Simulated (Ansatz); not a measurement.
Cost and result up the ladder for `c1ccc(CCOc2ccccc2)cc1` (29 atoms). Charge 0, multiplicity 1. Geometry: r2SCAN-D4/def2-SVP.

Ansatz on 4 threads of Intel Xeon on a shared host. Times are rough, and most runs start from the orbitals of an earlier one. PBE0-D4/def2-TZVP serves as the yardstick here, not as an exact answer. Differences are given only for rows in sets of like size (and for xTB, whose basis is part of the method), since another set adds its own error. Binding counts from free atoms at the same level (C triplet, O triplet, H doublet; other spins of the atoms weren't run), without zero-point energy or a counterpoise term.

B3LYP takes the VWN-RPA correlation. Correlated methods freeze 15 core orbitals. The rows differ in basis, and correlated rows in double-zeta sets carry the largest basis error.

Run but left out: HF/STO-3G, HF/6-31G (restricted singlet, unstable in another Hartree–Fock run and untested here).

Correlated methods converge slowly with the basis, most of all in double-zeta sets.

```tsv
level	functions	wall time	binding energy per atom (eV)	difference from PBE0-D4/def2-TZVP (eV)	remarks
B3LYP-D4/6-31G	163	10 s	4.85	–	–
PBE-D4/def2-SVP	280	10 s	5.19	–	–
PBE0-D4/def2-SVP	280	21 s	5.09	–	–
MP2/def2-SVP	280	30 s	4.87	–	restricted SCF unstable
PBE-D4/def2-TZVP	549	32 s	5.12	0.10	–
r2SCAN-D4/def2-TZVP (with forces)	549	59 s	4.97	-0.05	–
PBE0-D4/def2-TZVP (with forces)	549	1.7 min	5.01	0.00	–
```
